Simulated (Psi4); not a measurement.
Calculation: SAPT0/jun-cc-pVDZ, frozen core run with Psi4.

Psi4 input:

```
molecule {
0 1
C 0.00000162 -0.00000187 -0.00000037
H -0.69333243 -0.49525905 -0.67841460
H 0.80000324 0.46516776 -0.57432781
H -0.53043564 0.76322133 0.56777189
H 0.42376320 -0.73312817 0.68497089
--
0 1
C 2.18391084 -3.35573519 0.80902783
O 1.54841677 -2.55047675 1.79198503
H 3.27358809 -3.24211215 0.82270294
H 1.81622429 -3.01904530 -0.15917497
H 1.93733842 -4.41737157 0.92143105
H 1.85407736 -2.82619086 2.66158800
units angstrom
symmetry c1
no_reorient
no_com
}
set basis jun-cc-pvdz
set scf_type df
set freeze_core true
energy('sapt0')
```

Part of the output:

```
    SAPT Results
  --------------------------------------------------------------------------------------------------------
    Electrostatics                 -2.09439437 [mEh]      -1.31425231 [kcal/mol]      -5.49883167 [kJ/mol]
      Elst10,r                     -2.09439437 [mEh]      -1.31425231 [kcal/mol]      -5.49883167 [kJ/mol]

    Exchange                        3.46644158 [mEh]       2.17522493 [kcal/mol]       9.10114112 [kJ/mol]
      Exch10                        3.46644158 [mEh]       2.17522493 [kcal/mol]       9.10114112 [kJ/mol]
      Exch10(S^2)                   3.45642158 [mEh]       2.16893729 [kcal/mol]       9.07483362 [kJ/mol]

    Induction                      -0.77047557 [mEh]      -0.48348072 [kcal/mol]      -2.02288333 [kJ/mol]
      Ind20,r                      -1.05530027 [mEh]      -0.66221092 [kcal/mol]      -2.77069048 [kJ/mol]
      Exch-Ind20,r                  0.60089934 [mEh]       0.37707003 [kcal/mol]       1.57766099 [kJ/mol]
      delta HF,r (2)               -0.31607464 [mEh]      -0.19833983 [kcal/mol]      -0.82985384 [kJ/mol]

    Dispersion                     -1.45096570 [mEh]      -0.91049473 [kcal/mol]      -3.80950993 [kJ/mol]
      Disp20                       -1.67261205 [mEh]      -1.04957991 [kcal/mol]      -4.39144233 [kJ/mol]
      Exch-Disp20                   0.22164634 [mEh]       0.13908518 [kcal/mol]       0.58193239 [kJ/mol]
      Disp20 (SS)                  -0.83630602 [mEh]      -0.52478995 [kcal/mol]      -2.19572116 [kJ/mol]
      Disp20 (OS)                  -0.83630602 [mEh]      -0.52478995 [kcal/mol]      -2.19572116 [kJ/mol]
      Exch-Disp20 (SS)              0.11516664 [mEh]       0.07226816 [kcal/mol]       0.30236998 [kJ/mol]
      Exch-Disp20 (OS)              0.10647970 [mEh]       0.06681702 [kcal/mol]       0.27956241 [kJ/mol]

  Total HF                          0.60157164 [mEh]       0.37749190 [kcal/mol]       1.57942613 [kJ/mol]
  Total SAPT0                      -0.84939406 [mEh]      -0.53300282 [kcal/mol]      -2.23008381 [kJ/mol]
```
